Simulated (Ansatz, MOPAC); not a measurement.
Spectroscopic constants of NaF+, multiplicity 2 (lowest of 2S+1 = 2, 4 at CCSD(T)/def2-TZVPP on PBE0 minima; our sources give no spin for the ground state, which may be another).

The constants come from a fifth-degree fit in 1/R (seven points, main isotopes). In def2 and cc sets the state is the lowest found near the PBE0 minimum, followed along R.

The values were computed with Ansatz (Gaussian orbitals); MOPAC for PM3 (differences of heats of formation). Values without a source in brackets are computed.

```csv
level,r_e (Å),ω_e (cm⁻¹),ω_e x_e (cm⁻¹),α_e (cm⁻¹)
PM3,2.628,210,3.2,0.0037
SVWN5/def2-TZVPP,2.390,163,4.7,0.011
PBE/def2-TZVPP,2.506,141,4.7,0.0097
r2SCAN/def2-TZVPP,2.493,137,4.5,0.010
B97M-V/def2-TZVPP,2.480,137,4.6,0.011
B3LYP/def2-TZVPP,2.484,140,3.6,0.0097
PBE0/def2-TZVPP,2.493,138,5.8,0.011
BHLYP/def2-TZVPP,2.434,149,4.3,0.011
CAM-B3LYP/def2-TZVPP,2.440,150,4.0,0.010
wB97X-V/def2-TZVPP,2.499,140,4.5,0.0098
wB97M-V/def2-TZVPP,2.489,140,4.4,0.0100
B2PLYP/def2-TZVPP,2.476,140,3.9,0.010
CCSD/def2-TZVPP,2.522,125,3.8,0.010
CCSD/def2-QZVPP,2.450,142,4.5,0.011
CCSD(T)/def2-TZVPP,2.521,126,3.8,0.010
CCSD(T)/def2-QZVPP,2.450,143,4.4,0.011
```

Correlated levels freeze the inner cores; with def2 sets outer-core shells near the valence are correlated too. The state that PM3 reach isn't checked.

Ansatz is a program for electronic structure.
